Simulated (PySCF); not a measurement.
BeF₂, charge +1, doublet, geometry from GFN2-xTB (such geometries of metal compounds can be far from the true shape) (a state made from the parent by changing its charge; the spin is typed, not shown lowest); M06/6-31G* run with PySCF.

Here is a job for PySCF.
```python
from pyscf import gto, scf, dft

mol = gto.M(
    atom='''
Be    0.000000    0.000000    0.000000
F    -0.000000   -0.000000   -1.402713
F     0.000000    0.000000    1.402713
''',
    basis='6-31g*',
    charge=1,
    spin=1,
    verbose=4,
)

mf = dft.UKS(mol)
mf.xc = 'm06'
mf.kernel()
```

Predict the main parts of the log of this PySCF run.


```
PySCF version 2.14.0

[INPUT] verbose = 4
[INPUT] num. atoms = 3
[INPUT] num. electrons = 21
[INPUT] charge = 1
[INPUT] spin (= nelec alpha-beta = 2S) = 1
[INPUT] symmetry False subgroup None
[INPUT] Mole.unit = angstrom
[INPUT] Symbol           X                Y                Z      unit          X                Y                Z       unit  Magmom
[INPUT]  1 Be     0.000000000000   0.000000000000   0.000000000000 AA    0.000000000000   0.000000000000   0.000000000000 Bohr   0.0
[INPUT]  2 F      0.000000000000   0.000000000000  -1.402713000000 AA    0.000000000000   0.000000000000  -2.650743401367 Bohr   0.0
[INPUT]  3 F      0.000000000000   0.000000000000   1.402713000000 AA    0.000000000000   0.000000000000   2.650743401367 Bohr   0.0

nuclear repulsion = 42.4409242863651
number of shells = 18
number of NR pGTOs = 81
number of NR cGTOs = 42
basis = 6-31g*
ecp = {}

******** <class 'pyscf.dft.uks.UKS'> ********
method = UKS
initial guess = minao
damping factor = 0
level_shift factor = 0
DIIS = <class 'pyscf.scf.diis.CDIIS'>
diis_start_cycle = 1
diis_space = 8
diis_damp = 0
SCF conv_tol = 1e-09
SCF conv_tol_grad = None
SCF max_cycles = 50
direct_scf = True
direct_scf_tol = 1e-13
number electrons alpha = 11  beta = 10
XC library pyscf.dft.libxc version 7.1.2
    S. Lehtola, C. Steigemann, M. J. T. Oliveira, and M. A. L. Marques,  SoftwareX 7, 1–5 (2018)
XC functionals = m06
    Y. Zhao and D. G. Truhlar,  Theor. Chem. Acc. 120, 215 (2008)
    Y. Zhao and D. G. Truhlar,  Theor. Chem. Acc. 120, 215 (2008)
radial grids:
    Treutler-Ahlrichs [JCP 102, 346 (1995); DOI:10.1063/1.469408] (M4) radial grids

becke partition: Becke, JCP 88, 2547 (1988); DOI:10.1063/1.454033
pruning grids: <function nwchem_prune>
grids dens level: 3
symmetrized grids: False
atomic radii adjust function: <function treutler_atomic_radii_adjust>
small_rho_cutoff = 0
Set gradient conv threshold to 3.16228e-05
tot grids = 42248
init E= -214.455022226207

cycle= 1 E= -213.955847051594  delta_E= 0.499  |g|= 0.26  |ddm|= 1.37
cycle= 2 E= -213.958172233627  delta_E= -0.00233  |g|= 0.295  |ddm|= 0.36
cycle= 3 E= -213.985920498767  delta_E= -0.0277  |g|= 0.0238  |ddm|= 0.153
cycle= 4 E= -213.986140102173  delta_E= -0.00022  |g|= 0.00384  |ddm|= 0.0171
cycle= 5 E= -213.986150961063  delta_E= -1.09e-05  |g|= 0.000831  |ddm|= 0.00449
cycle= 6 E= -213.986151479426  delta_E= -5.18e-07  |g|= 0.000109  |ddm|= 0.00105
cycle= 7 E= -213.986151489639  delta_E= -1.02e-08  |g|= 1.63e-05  |ddm|= 0.000177
cycle= 8 E= -213.98615149239  delta_E= -2.75e-09  |g|= 1.51e-05  |ddm|= 0.0001
cycle= 9 E= -213.986151495092  delta_E= -2.7e-09  |g|= 1.51e-05  |ddm|= 9.93e-05
cycle= 10 E= -213.986151496413  delta_E= -1.32e-09  |g|= 1.51e-05  |ddm|= 4.85e-05
cycle= 11 E= -213.986151495035  delta_E= 1.38e-09  |g|= 1.52e-05  |ddm|= 5.06e-05
cycle= 12 E= -213.986151497278  delta_E= -2.24e-09  |g|= 1.51e-05  |ddm|= 8.24e-05
cycle= 13 E= -213.986151497523  delta_E= -2.45e-10  |g|= 1.51e-05  |ddm|= 8.99e-06
Extra cycle  E= -213.986151499993  delta_E= -2.47e-09  |g|= 1.51e-05  |ddm|= 9.07e-05
converged SCF energy = -213.986151499993  <S^2> = 0.76031163  2S+1 = 2.0102852
```
